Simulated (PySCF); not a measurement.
Species: SbMe3, C₃H₉Sb.
Bonds: Sb1–C2, Sb1–C6, Sb1–C10. Hydrogens: H3, H4, H5 on C2; H7, H8, H9 on C6; H11, H12, H13 on C10.

Theory: PySCF, PBE0-D3(BJ)/def2-SVP geometry optimisation, gas phase, def2 core potentials past Kr.

Q: List the bond lengths and angles at this level.

A: 
| bond | length (Å) |
| --- | --- |
| Sb1–C2, Sb1–C6, Sb1–C10 | 2.172 |
| C2–H3 and 8 like bonds | 1.100 |

Bonds in one row agree within 0.01 Å and their mean is given. A selection of angles:
| angle | degrees |
| --- | --- |
| C2–Sb1–C6 | 94.3 |
| Sb1–C2–H3 | 109.8 |
| H3–C2–H4 | 109.4 |
| H3–C2–H5 | 108.4 |

Sb1 (antimony bonded to 3 C) is pyramidal (angles 94.4°, 94.3° and 94.1°, sum 282.7°, 1.16 Å off the plane of its three neighbours). All 3 C–Sb bonds measure 2.171 to 2.172 Å.

Point group: near C3v, missed by 0.13 Å at most; the miss may be what the optimiser left on a soft mode (C3 holds within 0.08 Å). No PBE0-D3(BJ)/def2-SVP frequencies stand behind this structure, so it isn't proved a minimum.
